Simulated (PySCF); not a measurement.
C2H7BFN.

```xyz
12

B      0.7410    -0.8337     0.0000
H      1.9469    -0.8681     0.0000
F      0.0592    -1.9903     0.0000
N      0.0517     0.3825     0.0000
C     -1.3972     0.4694     0.0000
C      0.7379     1.6585     0.0000
H     -1.7627     1.0115    -0.8914
H     -1.7627     1.0115     0.8914
H     -1.8343    -0.5370     0.0000
H      0.4717     2.2570     0.8909
H      0.4717     2.2570    -0.8909
H      1.8252     1.5037     0.0000
```
Charge 0, spin multiplicity 1.

The structure is a stationary point at B3LYP-D3(BJ)/def2-SVP. This is a generated structure with no PubChem entry under its InChIKey; it may be hypothetical. The values are those of a single conformer.

These are B3LYP/pcSseg-1 run with PySCF values and carry that method's errors. Non-relativistic, no solvent.

Computed absolute GIAO shielding of each atom: isotropic value and principal components (ppm):
```tsv
atom	σ(iso)	σ11	σ22	σ33	span
B1	71.2	42.3	83.3	87.9	45.6
H2	27.2	24.4	27.2	29.9	5.4
F3	279.7	141.3	262.9	434.9	293.6
N4	154.0	44.8	205.3	211.8	167.0
C5	143.7	118.0	135.4	177.6	59.6
C6	138.7	117.1	120.7	178.3	61.2
H7	29.1	25.2	26.9	35.3	10.1
H8	29.1	25.2	26.9	35.3	10.1
H9	27.7	23.1	28.0	32.1	9.0
H10	28.9	25.1	26.8	34.8	9.7
H11	28.9	25.1	26.8	34.8	9.7
H12	28.2	24.5	27.1	33.1	8.6
```
